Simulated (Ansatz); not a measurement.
Consider the ligand exchange at the Si–C bond: `C[SiH2]N` + `C[SiH2]O` → `C[SiH2]O[SiH2]N` + CH₄.

Computed with Ansatz on PBE0-D4/def2-TZVP structures; ΔE is electronic, products minus reactants. CCSD(T)/CBS adds triple-zeta CCSD(T) − MP2 to the extrapolated MP2 energy (def2 sets, frozen cores). This one scheme is used for every species. DFT in def2-TZVPP. B3LYP here is the variant with VWN-RPA as its local correlation; programs differ in this. Each species was taken in one conformer, which may not be the lowest.

(1) Is it downhill or uphill in electronic energy at CCSD(T)/CBS, and by how much? (An estimate is asked.)

(2) What do these levels give: PBE-D4, PBE0-D4, B3LYP-D4, ωB97X-V, B2PLYP, PBE, PBE0, MP2/def2-TZVPP, SCS-MP2/def2-TZVPP, CCSD(T)/def2-TZVPP, HF/CBS(def2), CCSD/CBS(def2)? (Estimate.)

Largest T1 diagnostic among the species: 0.011.

Results:

(1) Computed: Downhill: ΔE = -1.41 eV.

(2) The calculation gave: PBE-D4 -1.29, PBE0-D4 -1.33, B3LYP-D4 -1.46, ωB97X-V -1.39, B2PLYP -1.43, PBE -1.25, PBE0 -1.30, MP2/def2-TZVPP -1.43, SCS-MP2/def2-TZVPP -1.46, CCSD(T)/def2-TZVPP -1.41, HF/CBS(def2) -1.58, CCSD/CBS(def2) -1.42 eV.

The D4 term adds −0.05 eV with B3LYP and −0.03 eV with PBE0; it sums over pairs of atoms, weighted by their polarisabilities, and B3LYP, whose exchange is more repulsive, gets the larger term. In def2-TZVPP, CCSD(T) changes the Hartree–Fock value by +0.15 eV (the triples alone add +0.01 eV) and MP2 by +0.13 eV. From PBE to PBE0 (25 % exact exchange), in def2-TZVPP and without D4, ΔE moves by −0.05 eV.
